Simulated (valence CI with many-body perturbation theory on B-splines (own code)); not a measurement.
Energy levels of Re XXVII

Method: valence CI with perturbative core correlation (CI+MBPT): three valence electrons over a frozen Dirac-Fock core [Kr] 4d10, radial functions for each j: 7 s, 7 p, 7 d, 7 f, 4 g, 2 h, with the one-electron correlation potential Σ1, the two-electron term Σ2, the three-electron term Σ3, Breit, model QED; selected CI, second order for the rest, scaled by the run's own slope (own B-spline code, finite nucleus).

The last digits are not significant, and no measured levels were compared; by estimate large intervals hold to a few tenths of a per cent, small ones and those within an open d or f shell to about a per cent. Excitations out of the core, of the other parity, are not computed and may begin above about 166 eV (a cautious bound); beyond it only levels of the ground parity were kept, without lifetimes.

Levels 91 to 134 of 134, with energies above the lowest level, (4f5/2^3) J=9/2. "Leading %" is the weight of the configuration and term that name the level; weights of strongly mixed levels are sums over their largest components and can fall short. In the jj column 3d3/2^4 stands for four electrons in 3d with j = 3/2.

| No. | Configuration | Term | J | E (eV) | Leading % | g | Leading jj |
| --- | --- | --- | --- | --- | --- | --- | --- |
| 91 | 4f²5p | ⁴H° | 9/2 | 196.97 | 34 | 0.905 | 4f5/2^2 5p3/2 (93 %) |
| 92 | 4f²5p | ⁴I° | 11/2 | 198.42 | 38 | 1.011 | 4f5/2^2 5p3/2 (85 %) |
| 93 | 4f²5p | ⁴G° | 5/2 | 198.58 | 80 | 0.641 | 4f5/2^2 5p3/2 (97 %) |
| 94 | 4f²5p | ⁴F° | 3/2 | 199.65 | 39 | 0.811 | 4f5/2^2 5p3/2 (88 %) |
| 95 | 4f²5p | ⁴D° | 1/2 | 199.71 | 83 | 0.114 | 4f5/2^2 5p3/2 (88 %) |
| 96 | 4f²5p | ⁴G° | 9/2 | 200.45 | 39 | 1.038 | 4f5/2 4f7/2 5p3/2 (99 %) |
| 97 | 4f²5p | ⁴F° | 5/2 | 200.72 | 48 | 1.006 | 4f5/2^2 5p3/2 (74 %) |
| 98 | 4f²5p | ⁴G° | 7/2 | 200.77 | 35 | 1.002 | 4f5/2^2 5p3/2 (82 %) |
| 99 | 4f²5p | ²I° | 11/2 | 200.81 | 34 | 1.046 | 4f5/2 4f7/2 5p3/2 (86 %) |
| 100 | 4f²5p | ⁴I° | 13/2 | 201.36 | 69 | 1.126 | 4f5/2 4f7/2 5p3/2 (92 %) |
| 101 | 4f²5p | ⁴G° | 7/2 | 202.01 | 41 | 1.032 | 4f5/2 4f7/2 5p3/2 (98 %) |
| 102 | 4f²5p | ⁴G° | 11/2 | 202.08 | 47 | 1.144 | 4f5/2 4f7/2 5p3/2 (80 %) |
| 103 | 4f²5p | ⁴D° | 3/2 | 202.61 | 53 | 0.992 | 4f5/2 4f7/2 5p3/2 (98 %) |
| 104 | 4f²5p | ²F° | 7/2 | 202.63 | 38 | 1.074 | 4f5/2 4f7/2 5p3/2 (91 %) |
| 105 | 4f²5p | ²G° | 9/2 | 202.85 | 32 | 1.153 | 4f5/2 4f7/2 5p3/2 (96 %) |
| 106 | 4f²5p | ²F° | 5/2 | 202.97 | 40 | 1.076 | 4f5/2 4f7/2 5p3/2 (96 %) |
| 107 | 4f²5p | ⁴G° | 9/2 | 203.27 | 49 | 1.119 | 4f5/2 4f7/2 5p3/2 (95 %) |
| 108 | 4f²5p | ²F° | 5/2 | 203.63 | 52 | 0.947 | 4f5/2 4f7/2 5p3/2 (89 %) |
| 109 | 4f²5p | ²I° | 13/2 | 204.05 | 55 | 1.134 | 4f7/2^2 5p3/2 (50 %) |
| 110 | 4f²5p | ²G° | 7/2 | 204.09 | 41 | 1.034 | 4f5/2 4f7/2 5p3/2 (93 %) |
| 111 | 4f²5p | ⁴I° | 15/2 | 204.09 | 95 | 1.191 | 4f7/2^2 5p3/2 (67 %) |
| 112 | 4f²5p | ²H° | 11/2 | 204.42 | 45 | 1.152 | 4f5/2 4f7/2 5p3/2 (60 %) |
| 113 | 4f²5p | ²G° | 9/2 | 205.50 | 57 | 1.132 | 4f7/2^2 5p3/2 (82 %) |
| 114 | 4f²5p | ²P° | 1/2 | 205.90 | 38 | 1.415 | 4f5/2 4f7/2 5p3/2 (86 %) |
| 115 | 4f²5p | ⁴S° | 3/2 | 206.27 | 35 | 1.521 | 4f5/2 4f7/2 5p3/2 (64 %) |
| 116 | 4f²5p | ²H° | 11/2 | 206.60 | 49 | 1.148 | 4f7/2^2 5p3/2 (92 %) |
| 117 | 4f²5p | ²F° | 5/2 | 206.96 | 46 | 1.050 | 4f7/2^2 5p3/2 (94 %) |
| 118 | 4f²5p | ²F° | 7/2 | 207.01 | 41 | 1.201 | 4f5/2 4f7/2 5p3/2 (69 %) |
| 119 | 4f²5p | ²I° | 13/2 | 207.50 | 61 | 1.037 | 4f5/2 4f7/2 5p3/2 (58 %) |
| 120 | 4f²5p | ²G° | 9/2 | 207.57 | 55 | 1.146 | 4f7/2^2 5p3/2 (75 %) |
| 121 | 4f²5p | ²F° | 7/2 | 207.64 | 59 | 1.139 | 4f7/2^2 5p3/2 (78 %) |
| 122 | 4f²5p | ²P° | 3/2 | 208.01 | 31 | 1.254 | 4f5/2^2 5p3/2 (49 %) |
| 123 | 4f²5p | ²D° | 5/2 | 208.29 | 60 | 1.165 | 4f5/2 4f7/2 5p3/2 (75 %) |
| 124 | 4f²5p | ²H° | 11/2 | 208.91 | 50 | 1.030 | 4f5/2 4f7/2 5p3/2 (51 %) |
| 125 | 4f²5p | ²D° | 3/2 | 209.21 | 61 | 1.051 | 4f5/2 4f7/2 5p3/2 (75 %) |
| 126 | 4f²5p | ⁴D° | 5/2 | 209.31 | 49 | 1.396 | 4f5/2 4f7/2 5p3/2 (96 %) |
| 127 | 4f²5p | ²P° | 1/2 | 209.44 | 44 | 1.402 | 4f7/2^2 5p3/2 (60 %) |
| 128 | 4f²5p | ²K° | 15/2 | 210.37 | 95 | 1.071 | 4f5/2 4f7/2 5p3/2 (67 %) |
| 129 | 4f²5p | ⁴D° | 7/2 | 211.39 | 58 | 1.297 | 4f7/2^2 5p3/2 (92 %) |
| 130 | 4f²5p | ²H° | 9/2 | 211.71 | 91 | 0.925 | 4f5/2 4f7/2 5p3/2 (60 %) |
| 131 | 4f²5p | ²P° | 1/2 | 212.19 | 84 | 0.671 | 4f5/2 4f7/2 5p3/2 (66 %) |
| 132 | 4f²5p | ²D° | 5/2 | 212.86 | 51 | 1.318 | 4f7/2^2 5p3/2 (89 %) |
| 133 | 4f²5p | ²P° | 3/2 | 212.94 | 56 | 1.259 | 4f7/2^2 5p3/2 (70 %) |
| 134 | 4f²5p | ²P° | 3/2 | 221.12 | 92 | 1.327 | 4f7/2^2 5p3/2 (83 %) |

Where two levels of one J and parity lie close, their mixing, g and order are uncertain.
